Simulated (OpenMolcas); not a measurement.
Mo5+: moving or changing the point charges

Mo5+ among 4 point charges of -2 e arranged as a tetrahedron (Td), 2.09 Å from the ion.

```yaml
Program: OpenMolcas 26.06
Method: "SS-CASPT2, IPEA 0.25 Eh, imaginary shift 0.1 Eh (closed shells correlated: 4s 4p)"
Basis: ANO-RCC-VDZP [6s5p3d1f]
Scalar_Hamiltonian: DKH2, point nucleus
Active_space: 1 electron in 5 orbitals (4d)
State_averaging: 2S+1 = 2 even, 5 roots
Spin-orbit_coupling: RASSI with atomic mean-field integrals over the reference wave functions
```

Runs around this geometry, states (labels of Td). Energies in cm-1 above the lowest state or level, χT in cm3 K/mol; 10Dq is the gap between the two states; 10Dq is negative for this site.

```csv
R (Å),q (e),Ground state,First state of that spin,10Dq,First gap with spin-orbit (degeneracies),χT at 300 K
2.09,-1.6,2E,2T2 2360,-2360,"3110 (4, 4)",0.223
2.09,-2,2E,2T2 2870,-2867,"3430 (4, 4)",0.213
2.2,-2,2E,2T2 2260,-2262,"3050 (4, 4)",0.226
```

Taking |10Dq| as R^-n, n = -ln(2262 / 2867) / ln(2.2 / 2.09) = 4.6 between the shortest and longest distance. The point-charge formula for a cubic d site gives n = 5.

Scaling the charges by -1.6 / -2 = 0.80 scales |10Dq| by 2360 / 2867 = 0.82; with fixed orbitals a first-order splitting would follow the charge.

Roots that are degenerate in the reference are averaged as groups; the widest CASPT2 spread within a group is 120 cm-1 (the 3-fold group of multiplicity 2 near 2260 cm-1 above the lowest state of its run, R = 2.2, q = -2). Shifts and gaps below about the spread of the groups concerned are not significant. An orbital doublet at a regular site is open to a Jahn-Teller distortion, which this geometry leaves out. The ground term spreads over less than 5000 cm-1, several times less than with real ligands, so orbital moments are less quenched and χT lies further from the spin-only value than at real sites. Free-ion shares, where given, are those of the reference states; single-state CASPT2 does not remix them. This is an electrostatic model: the charges have no orbitals. No measured value stands beside these numbers.
